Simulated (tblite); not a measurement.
Compound: C5H16AlP.
Atom-mapped SMILES: `[CH3:1][CH2:2][CH2:3][P+:4]([CH3:5])([CH3:6])[AlH3-:7]` (hydrogens: H8, H9, H10 on C1; H11, H12 on C2; H13, H14 on C3; H15, H16, H17 on C5; H18, H19, H20 on C6; H21, H22, H23 on Al7)

Computed with GFN2-xTB (tblite), gas phase: L-BFGS steps from a force-field or distance-geometry start until the largest atomic force falls under 0.01 eV/Å.

At the end of the run (lengths in Å): P4–Al7 2.491, P4–C5 1.833, Al7–H21 1.567, C6–H18 1.088, C1–H9 1.088, C5–H15 1.089, Al7–H22 1.574, C6–P4–Al7 128.4°, C3–P4–Al7 107.2°, C3–P4–C5 102.8°, C5–P4–C6 101.4°, C1–C2–C3–P4 172°, C2–C3–P4–C5 77°, H11–C2–C1–H8 180°, H8–C1–C2–C3 60°.

Task: These geometries were met on the way; a selection of coordinates is given. Order them by energy above the end point, lowest first.
A. P4–Al7 2.536, P4–C5 1.841, Al7–H21 1.581, C6–H18 1.087, C1–H9 1.087, C5–H15 1.089, Al7–H22 1.582, C6–P4–Al7 113.5°, C3–P4–Al7 121.2°, C3–P4–C5 102.0°, C5–P4–C6 100.1°, C1–C2–C3–P4 169°, C2–C3–P4–C5 75°, H11–C2–C1–H8 -148°, H8–C1–C2–C3 93°
B. P4–Al7 2.448, P4–C5 1.828, Al7–H21 1.571, C6–H18 1.092, C1–H9 1.088, C5–H15 1.092, Al7–H22 1.570, C6–P4–Al7 110.5°, C3–P4–Al7 118.9°, C3–P4–C5 105.9°, C5–P4–C6 105.5°, C1–C2–C3–P4 169°, C2–C3–P4–C5 68°, H11–C2–C1–H8 -131°, H8–C1–C2–C3 110°
C. P4–Al7 2.372, P4–C5 1.861, Al7–H21 1.561, C6–H18 1.076, C1–H9 1.082, C5–H15 1.079, Al7–H22 1.550, C6–P4–Al7 106.7°, C3–P4–Al7 114.6°, C3–P4–C5 111.5°, C5–P4–C6 111.7°, C1–C2–C3–P4 175°, C2–C3–P4–C5 59°, H11–C2–C1–H8 -126°, H8–C1–C2–C3 111°
D. P4–Al7 2.478, P4–C5 1.847, Al7–H21 1.553, C6–H18 1.092, C1–H9 1.086, C5–H15 1.092, Al7–H22 1.541, C6–P4–Al7 108.8°, C3–P4–Al7 116.1°, C3–P4–C5 108.7°, C5–P4–C6 109.4°, C1–C2–C3–P4 173°, C2–C3–P4–C5 64°, H11–C2–C1–H8 -128°, H8–C1–C2–C3 110°
E. P4–Al7 2.298, P4–C5 1.775, Al7–H21 1.609, C6–H18 1.125, C1–H9 1.124, C5–H15 1.125, Al7–H22 1.607, C6–P4–Al7 104.1°, C3–P4–Al7 112.2°, C3–P4–C5 114.6°, C5–P4–C6 113.1°, C1–C2–C3–P4 180°, C2–C3–P4–C5 55°, H11–C2–C1–H8 -123°, H8–C1–C2–C3 112°

Result: A (0.136 eV), B (0.224 eV), D (0.360 eV), C (0.601 eV), E (1.181 eV).

| step | E above end (eV) | rms distance from the end, all atoms (Å) | largest force (eV/Å) | rms shift of all bonds from the end (Å) |
| --- | --- | --- | --- | --- |
| 37 | 0.136 | 0.386 | 0.178 | 0.011 |
| 15 | 0.224 | 0.482 | 0.159 | 0.010 |
| 5 | 0.360 | 0.510 | 0.373 | 0.010 |
| 2 | 0.601 | 0.516 | 1.363 | 0.029 |
| 0 | 1.181 | 0.524 | 3.145 | 0.049 |

Rows stand in the order of the answer.
